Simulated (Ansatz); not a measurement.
Geometry optimisation, Ansatz 0.2.0, RKS PBE-D4/def2-SVP.

Input:

```yaml
crystal:
  periodic: [false, false, false]
  atoms:
    - { symbol: Si, position_ang: [-1.0907, 1.6756, 0.2629] }
    - { symbol: S, position_ang: [0.9727, 1.3486, 0.4365] }
    - { symbol: S, position_ang: [0.9287, -0.495, 1.3342] }
    - { symbol: Si, position_ang: [1.0693, -1.7793, -0.3796] }
    - { symbol: H, position_ang: [-1.76, 1.7636, 1.5803] }
    - { symbol: H, position_ang: [-1.7549, 0.646, -0.5495] }
    - { symbol: H, position_ang: [-1.3159, 3.0172, -0.4428] }
    - { symbol: H, position_ang: [-0.1485, -1.4809, -1.2333] }
    - { symbol: H, position_ang: [0.9388, -3.1847, 0.1218] }
    - { symbol: H, position_ang: [2.2435, -1.5622, -1.1276] }
basis:
  gaussian: { orbitals: def2-SVP }
hamiltonian:
  xc: pbe
  dispersion: d4
relax:
  f_tol: 0.02
  max_steps: 50
```

Run as:

```bash
$ ansatz run input.yaml --threads 2 --pin off --max-ram 3072MiB --backend cpu --events-out ev --progress --plain --runs-dir out
```

Where does it end, and by what steps?

It converged. After 3 steps the energy has fallen by 0.251 eV; S2 moved furthest, 0.08 Å.

```tsv
step	energy less start (eV)	largest force component (eV/Å)	accepted
0	0.0000	2.114	yes
1	-0.2272	0.534	yes
2	-0.2478	0.100	yes
3	-0.2513	0.015	yes
```

```xyz
10
Properties=species:S:1:pos:R:3
Si -1.139 1.704 0.257
S 1.004 1.358 0.367
S 0.901 -0.520 1.388
Si 1.020 -1.775 -0.382
H -1.742 1.770 1.630
H -1.805 0.620 -0.542
H -1.282 3.030 -0.440
H -0.138 -1.498 -1.298
H 0.952 -3.187 0.136
H 2.312 -1.551 -1.113
```

Whether the end is a true minimum wasn't checked by a vibrational analysis.

The run took 5.1 s on 2 threads of Intel(R) Xeon(R) 6975P-C (Granite Rapids) (shared host), peak memory 0.15 GiB.
